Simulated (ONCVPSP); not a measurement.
# Potentials for sulfur compared

Generated with ld1.x 7.5 (TM, RRKJ, ultrasoft, PAW), atompaw 4.2 or ONCVPSP 4.0.1. The cutoff is in Ry: for ld1.x and atompaw files where the sum of valence levels is converged to 10 mRy in a Bessel basis, for ONCV files where the hardest occupied wave has 1 mHa per electron of residual kinetic energy. The error is the largest all-electron minus pseudo excitation energy over each file’s own four to seven test configurations (ionisations up to +4, promotions, holes and added fractions of an electron), all of which were solved. The labels leave out finer settings (local radius, basis sizes, second energies), which also bear on the numbers. Spin-polarised tests are not counted. The rows are a selection from randomly drawn settings: files with unsolved tests, undetermined cutoffs or missed reference levels are left out.

```csv
potential,cutoff (Ry),largest error (meV),bound ghosts
"ONCV, PBE, fully relativistic, rc 1.30/1.65/1.30 (spd), local smoothed, core correction yes, reference 3s2 3p3.5, qcut 4.8/5.6/6.9, projectors 2/2/1",27,+5.2,none
"ONCV, PBE, non-relativistic, rc 1.25/1.10 (sp), local smoothed, core correction yes, reference 3s2 3p2, qcut 5.4/7, projectors 1/2",54,+21,none
"ONCV, PBEsol, scalar-relativistic, rc 0.70/0.70 (sp), local smoothed, core correction no, reference 2s2 2p6 3s2 3p2, qcut 16.1/24.8, projectors 2/2",405,+10,none
"ONCV, PBE, non-relativistic, rc 0.95/0.90/0.85 (spd), local smoothed, core correction yes, reference 2s2 2p6 3s2 3p4, qcut 15.4/12.6/13.1, projectors 2/2/3",229,+36,none
```

(1) Fill in the row for S: ONCV, PBEsol, scalar-relativistic, rc 1.25/1.45 (sp), local smoothed, core correction yes, reference 3s2 3p4, qcut 5/5.9, projectors 2/2.

(2) Fill in the row for S: ONCV, LDA (Perdew-Wang 92), scalar-relativistic, rc 1.50/1.35/1.25 (spd), local smoothed, core correction yes, reference 3s2 3p4, qcut 5.6/5.1/6.8, projectors 2/2/1.

(3) Fill in the row for S: ONCV, Wu-Cohen, scalar-relativistic, rc 1.30/1.60 (sp), local smoothed, core correction yes, reference 3s1 3p5, qcut 5.4/5.2, projectors 3/2.

Results:

(1) cutoff 25 Ry, largest error +100 meV, bound ghosts: none.

(2) cutoff 27 Ry, largest error -55 meV, bound ghosts: none.

(3) cutoff 26 Ry, largest error +6.7 meV, bound ghosts: none.
